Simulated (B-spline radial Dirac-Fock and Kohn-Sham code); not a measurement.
# Satellites and hypersatellites of the K lines of Kr⁶⁺

System: the Kr⁶⁺ ion, [Ar] 3d10 4s2.

Calculated with a radial B-spline solver, using multi-electron Dirac-Fock with separately optimised hole states, Breit and Lamb-shift corrections added in first order. Each two-hole energy is an average over J within one jj subconfiguration, not an observable level; in light atoms, where LS coupling holds, the j-resolved values are not observed lines, and for a K spectator the Kα1 hypersatellite is nearly forbidden. Electron correlation is not included.

Lines without a spectator: Kα2 (K-L2) 12596.4 eV, Kα1 (K-L3) 12649.3 eV, Kβ3 (K-M2) 14107.1 eV, Kβ1 (K-M3) 14115.2 eV. Shifts in eV with one spectator hole (a dash: not computed, or left out as unreliable):

```
spectator hole     Kα2     Kα1     Kβ3     Kβ1
        K (1s)  +391.2  +397.3  +493.4  +494.6
    L2 (2p1/2)   +39.6   +48.8       –  +107.2
    L3 (2p3/2)   +42.7   +41.6  +100.6       –
    M2 (3p1/2)       –   +4.52  +10.71  +13.31
    M3 (3p3/2)   +3.84       –  +12.16  +11.61
    M4 (3d3/2)   +0.27   -1.22       –       –
    M5 (3d5/2)   -1.40   -0.39       –       –
```

With n spectator holes in 2p, averaged over the 2p shell (energies in eV):

```
n     KαLⁿ   step  hypersatellite KαʰLⁿ
0  12631.6      –               13026.9
1  12675.3  +43.7               13071.9
2  12720.2  +44.9               13118.0
3  12766.2  +46.0               13165.3
4  12813.4  +47.2               13213.8
5  12861.8  +48.4               13263.5
```

Run: 28 s of CPU time on 1 thread of Neoverse-V2 (shared host), peak memory 0.40 GiB.
